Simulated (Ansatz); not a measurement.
Conformers of `CC[O][InH][CH3]`, each relaxed with PBE0-D4/def2-TZVP in Ansatz. CBS adds the triple-zeta coupled-cluster correction to the MP2 limit.

Elements past krypton have def2 core potentials. Outer-core shells of In are correlated without core-valence functions. Spin–orbit coupling is left out.

Not all of them had a frequency check.

Conformer A:

Cartesian coordinates in Å:
```
C 0.291 -1.861 1.294
C -0.917 -0.953 1.193
O -0.791 0.114 0.303
In 0.707 0.691 -0.881
C 0.016 2.436 -1.895
H 0.106 -2.667 2.010
H 0.527 -2.317 0.328
H 1.175 -1.309 1.631
H -1.145 -0.555 2.193
H -1.789 -1.557 0.899
H 2.146 -0.238 -0.868
H 0.654 3.291 -1.668
H -1.002 2.643 -1.564
H 0.023 2.282 -2.975
```

Conformer B:

```xyz
14

C     0.566    1.770   -0.594
C    -0.813    1.270   -0.210
O    -0.846    0.743    1.084
In   -0.242   -1.114    1.518
C     0.316   -2.260   -0.202
H     0.920    2.502    0.135
H     0.557    2.239   -1.582
H     1.285    0.943   -0.622
H    -1.524    2.107   -0.253
H    -1.153    0.542   -0.965
H    -0.331   -1.374    3.204
H    -0.128   -1.824   -1.097
H    -0.007   -3.297   -0.105
H     1.402   -2.247   -0.311
```

Q: Which is lowest in electronic energy at CCSD(T)/CBS (frozen core, def2 sets), and by how much? (Estimate.)

A: Computed: B; A lies 3.2 kJ/mol higher.

Q: Give the energies relative to B (kJ/mol) with B3LYP-D4/def2-TZVPP, B2PLYP/def2-TZVPP, PBE0/def2-TZVPP, B3LYP/def2-TZVPP, MP2/def2-TZVPP, CCSD(T)/def2-TZVPP, SCS-MP2/def2-QZVPP. (Estimate.)

A: Ansatz gave: 
| level | A |
| --- | --- |
| B3LYP-D4/def2-TZVPP | 4.0 |
| B2PLYP/def2-TZVPP | 3.8 |
| PBE0/def2-TZVPP | 2.7 |
| B3LYP/def2-TZVPP | 2.9 |
| MP2/def2-TZVPP | 5.0 |
| CCSD(T)/def2-TZVPP | 5.0 |
| SCS-MP2/def2-QZVPP | 3.7 |

B3LYP here is the variant with VWN-RPA as its local correlation; programs differ in this.
